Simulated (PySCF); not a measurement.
**ScS₂⁻, triplet: molecular constants**

Level of theory: UB3LYP/[Sc def2-SVPD, S def2-SVPD], no relativity, density fitting, PySCF.

The structure is a minimum.

Coordinates in bohr (charge -1 multiplicity 3):
```
Sc    0.0580    0.0000   -1.5948
S    -3.4256    0.0000    1.0041
S     3.3436    0.0000    1.2503
```

* Point group: C2v
* Bond lengths: Sc–S 2.300 Å (×2)
* Bond angles: S–Sc–S 102.4°
* Highest occupied level (α): -0.22 eV
* Enthalpy at 298.15 K above 0 K: 13.86 kJ/mol
* Zero-point energy: 4.8 kJ/mol
* Lowest empty level (β): -0.24 eV
* Dipole moment about the centre of mass: 1.64 D
* Rotational constants: 0.3074, 0.08208, 0.06478 cm⁻¹
* Principal quadrupole moments (Buckingham, traceless) about the centre of mass: -14.54, 1.84, 12.70 D Å
* Heat capacity Cp at 298.15 K: 54.3 J/(mol K)
* Principal polarisabilities: 186.3, 207.1, 244.0 bohr³
* Entropy at 298.15 K and 1 bar (electronic part: spin only): 308.7 J/(mol K)
* Rotational symmetry number: 2
* Spin squared ⟨S²⟩: 2.013

Harmonic modes (masses in u: Sc 44.956, S 31.972):
```json
{"symmetry": "a1", "ω (cm⁻¹)": "65", "IR (km/mol)": "0.2", "μ (u)": "33.92"}
{"symmetry": "b2", "ω (cm⁻¹)": "296", "IR (km/mol)": "45.9", "μ (u)": "36.91"}
{"symmetry": "a1", "ω (cm⁻¹)": "438", "IR (km/mol)": "78.6", "μ (u)": "36.02"}
```

In C2v the vibrations span 2a1 + b2. Here b1 is antisymmetric to the molecular plane and b2 lies in it.

Charges (e); Mulliken and Löwdin values are unreliable with diffuse functions:
```csv
atom,Mulliken,Löwdin,polar tensor,spin (Mulliken),Mayer order to Sc1
Sc1,0.28,0.01,-0.24,1.04,–
"S2,3",-0.64,-0.51,-0.38,0.48,1.24
```
Other Mayer orders above 0.3: S–S 0.34.

Mulliken populations on Sc1: s 6.83, p 12.47, d 1.39, f 0.03.

Only a few start shapes were tried, so a lower isomer may exist. With open d or f shells other occupations or spin states may lie lower. At this level a singlet minimum of C2v symmetry lies 136 kJ/mol below this structure.

The final relaxation and frequency run took 37 s on 2 threads of a shared Arm Neoverse V2 host, with 88 basis functions and 12 gradients; the process peaked at 0.9 GiB.
